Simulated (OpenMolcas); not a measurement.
S: Slater's ratio, worked from levels

- Program: OpenMolcas 26.06
- Basis: ANO-RCC-VTZP [5s4p2d1f]
- Scalar Hamiltonian: DKH2, point nucleus
- Active space: 6 electrons in 4 orbitals (3s 3p)
- State averaging: 2S+1 = 3 even, 3 roots; 2S+1 = 1 even, 6 roots; 2S+1 = 3 odd, 3 roots (0 in the spin-orbit step)
- Spin-orbit coupling: RASSI with atomic mean-field integrals over the reference wave functions, term energies averaged over their components

Methods: CASSCF; SS-CASPT2, IPEA 0.25 Eh, imaginary shift 0.1 Eh (closed shells correlated: 2s 2p). Measured levels: NIST Handbook of Basic Atomic Spectroscopic Data.

**Slater's ratio.** With one set of orbitals, p4 has 1D - 3P = 6 F2 and 1S - 1D = 9 F2 (F2 = F²/25), a ratio of 3/2. Term energies are centres of gravity, weighted by 2J + 1.

```tsv
Source	1D - 3P	1S - 3P	F2 from the first	Ratio
CASSCF	11558	21285	1926	0.842
SS-CASPT2	9410	21950	1568	1.333
measured	9043	21984	1507	1.431
```

Energies in cm-1. A ratio away from 3/2 shows effects beyond one configuration with one set of orbitals, and in heavier atoms second-order spin-orbit shifts. In CASSCF the valence s occupation is 1.93 in 1S against 2.00 in 1D: mixing out of s² acts most on 1S and pulls it down.

CASPT2 breaks the degeneracy within a term, and the mean is taken; among the terms shown or strongly mixed into the levels shown the widest spread is 160 cm-1 (3s2 3p4 1D, SS-CASPT2). No level of 3s 3p5 was computed, though it lies in the active space. Without dynamic correlation excited terms often stand tens of per cent too high (terms of higher spin than the ground term too low), and those without a measured partner can miss by more than the paired ones (holds for CASSCF). Measured partners are found by configuration, term and J. A level has none where our copy of the source lacks it or the pairing is in doubt (some pairs that miss far off the trend of their configuration count as doubtful), and it then counts in no deviation. Levels of configurations outside the active space are missing.
